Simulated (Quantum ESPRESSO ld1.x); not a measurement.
Values are calculated unless marked as measured or tabulated.
One sound ld1.x (Quantum ESPRESSO 7.5) input for the rhodium ion Rh+ gives E = -4783.843 hartree in 31 iterations:

```
 &input
    zed=45.0,
    iswitch=1,
    rel=1,
    dft='PBE',
    config='[Kr] 4d8',
    prefix='ld1',
    max_out_wfc=37,
    file_charge='ld1.rho',
 /
```

Changed or added lines, one case at a time, and what came of them:

- rel=2 lsd=1: refused. The program stops in ld1_readin with "local spin density and spin-orbit not allowed": spin polarisation goes with rel = 0 or 1 alone.
- config='[Kr] 4d8 5d-1': harmless. A negative occupation marks a state as unused; the result equals that of the sound run.
- noscf=.true.: ran as typed. With noscf the program prints the levels of a bare nucleus, with no screening and no total energy; they are not those of the atom.
- xmin=0.0: ignored. A value of zero is read as not set, so the default xmin is used, as the mesh line shows.
- dft='PBEE': silently wrong. The misspelt name is not refused: the parser picks the pieces it recognises inside the string (index line 0 0 3 4 0 0 0), so another functional than the one meant is run.
- atom='D2' (without zed): crashed. The symbol names no element; the program warns, takes a nuclear charge of zero and dies without a result.
- zed=104.0: refused. The program stops in ld1_readin with "wrong nuclear charge zed: 104.00": zed must lie above 0 and at most 103.
